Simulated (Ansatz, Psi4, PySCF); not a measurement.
H$_{4}$B$_{3}$Cl$_{3}$N$_{3}$ (SMILES ClB1NB(Cl)[NH2+]B(Cl)N1), charge +1, singlet, geometry from GFN2-xTB. Base run: REVPBE/STO-3G (PySCF).

Here is a job for PySCF.
```python
from pyscf import gto, scf, dft

mol = gto.M(
    atom='''
Cl   -1.92497906   -2.50575432   -0.30252180
B    -0.90112912   -1.17278707   -0.14076158
N    -1.39356340    0.18046148   -0.26000621
B    -0.63263027    1.33969800   -0.14230920
Cl   -1.19572753    2.93161321   -0.28629955
N     0.88350606    1.15328901    0.15157545
B     1.43275997   -0.29705545    0.27243464
Cl    3.09171093   -0.46603994    0.57464606
N     0.51108002   -1.32890542    0.12245861
H    -2.38501425    0.27302681   -0.44845800
H     1.42090884    1.64934894   -0.56698538
H     1.11337995    1.66138026    1.01196390
H     0.84149005   -2.28387112    0.19944512
''',
    basis='sto-3g',
    charge=1,
    verbose=3,
)

mf = dft.RKS(mol)
mf.xc = 'revpbe'
mf.kernel()
```

The same geometry, method and basis name were run in Ansatz (an electronic-structure program) and Psi4 and PySCF, at each program's defaults and at the settings that a row names. The base is PySCF at its defaults. Differences at the defaults can come from grids, fitting, cores and function types together.

| code and settings | ΔE vs base (µEh) | basis functions | E (Eh) | SCF cycles |
|---|---|---|---|---|
| PySCF, defaults (exact integrals, its default grid, spherical functions) | 0.0 | 61 | -1603.56837 | 10 |
| Psi4, defaults (density fitting with its default set, its default grid, spherical functions) | -4261 | 61 | -1603.57263 | 8 |
| Ansatz, defaults (factorised integrals, its default grid, spherical functions) | -8.5 | 61 | -1603.56838 | - |
| PySCF, density fitting with def2-universal-jkfit | -4245 | 61 | -1603.57261 | 10 |
| PySCF, fine grid | 6.5 | 61 | -1603.56836 | 10 |
| Psi4, exact integrals, spherical functions, fine grid | 7.5 | 61 | -1603.56836 | 11 |
| Ansatz, high accuracy | 7.2 | 61 | -1603.56836 | - |
